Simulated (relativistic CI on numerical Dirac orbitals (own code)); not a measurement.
**Ag2+: sensitivity of the levels to the model**

Base calculation: Dirac-Coulomb-Breit CI, separate exchange-only KLI orbitals for each configuration, QED by a radiative potential, valence Slater integrals scaled by 0.85, P86 correlation energy added to each configuration.

Configuration list (outside the closed core [Kr]): 4d9, 4d8.5s, 4d8.5p, 4d8.4f, 4d7.5s2, 4d8.5d, 4d8.6s, 4d8.6p, 4d7.4f2, 4d7.5s.5p, 4d8.7s, 4d8.6d, 4d8.7p, 4d8.5f, 4d8.5g, 4d8.7d, 4d8.6f, 4d7.5p2, 4d7.5s.6s. Levels of other configurations are missing.

Variants: (1) valence Slater integrals scaled by 0.75; (2) non-relativistic limit; (3) only the first 3 configurations. Shifts of the energy above 4d9 2D_5/2, in cm⁻¹, for the lowest level and the first level of each name with at least 55 % of one term (blank where a level changes its place among those of its configuration and J or its character, or is not in the variant):

```csv
Level,Base,Δ(1),Δ(2),Δ(3),Measured
4d9 2D_5/2,0.0,0.0,0.0,0.0,0.0
4d9 2D_3/2,4368.7,-21.4,-4368.7,+20.9,4607.0
4d8.5s 4F_9/2,66302.2,+1112.5,+13228.2,-815.0,63250.0
4d8.5s 4F_7/2,68761.6,+1034.8,+10768.9,-763.2,65764.0
4d8.5s 4F_5/2,71037.6,+1059.4,+8492.8,-801.4,68145.0
4d8.5s 4F_3/2,72258.3,+968.5,+7272.2,-793.5,69351.0
4d8.5s 2F_7/2,74909.2,+365.5,+10881.7,-115.4,71691.0
4d8.5s 2F_5/2,77550.5,-27.7,+8240.5,-271.0,73934.0
4d8.5s 4P_5/2,80296.6,-109.2,+12183.5,-446.5,76406.0
4d8.5s 4P_1/2,83289.7,-436.3,+9190.4,-650.4,
4d8.5s 2D_5/2,85743.9,-355.2,+7290.7,-485.8,82231.0
4d8.5s 2G_9/2,89045.4,-1142.2,+10017.4,-469.8,85599.0
4d8.5s 2G_7/2,89168.9,-1145.8,+9894.0,-461.6,85727.0
4d8.5s 2P_3/2,89502.3,-1022.6,+9196.7,+225.5,
4d8.5s 2P_1/2,90053.0,-1178.9,+8646.1,+328.5,
4d8.5s 2S_1/2,115725.9,-4110.3,+9548.4,-403.2,
4d8.5p 4D°_7/2,116661.6,+1329.4,+8706.2,-582.1,
4d8.5p 4D°_5/2,120200.2,+1278.8,+5167.6,-604.4,
4d8.5p 4G°_11/2,121496.3,+963.3,+6447.0,-1101.3,
4d8.5p 4G°_7/2,122452.0,+970.9,+5491.3,-923.6,
4d8.5p 4D°_3/2,122931.1,+1271.0,+2436.7,-609.4,
4d8.5p 4F°_9/2,123375.0,+782.7,+6397.2,-651.1,
```

For a near-neutral ion this model can misplace configurations by up to about 10,000 cm⁻¹ (more where the count of f electrons changes) and terms by 10 to 25 % of their spread. Rates follow the energies as ν³ (E1, M1) or ν⁵ (E2), so they and the lifetimes can be off by large factors. The fine structure of a lone outer electron comes out too small, for d and f at times inverted, and misplaced configurations move strength between like terms. 11 of the 13 excited levels that our extract of the measured tables holds in this range could be paired (the sources list more); they are missed by 3020 cm⁻¹ on average and 3891 at most, and levels without a partner can miss by more.

Measured levels: Moore, Atomic Energy Levels, vol. III, NSRDS-NBS 35 (1971 reprint of NBS Circular 467, 1958).

Ionisation energy from the two ground configurations alone: base 34.4 eV; valence Slater integrals scaled by 0.75 34.52 eV. The NIST ASD value (semi-empirical) is 34.8 eV.

LS names give the leading component of a level, which can be under half, so a name can repeat, a term be missing and a line seem to break the LS rules.
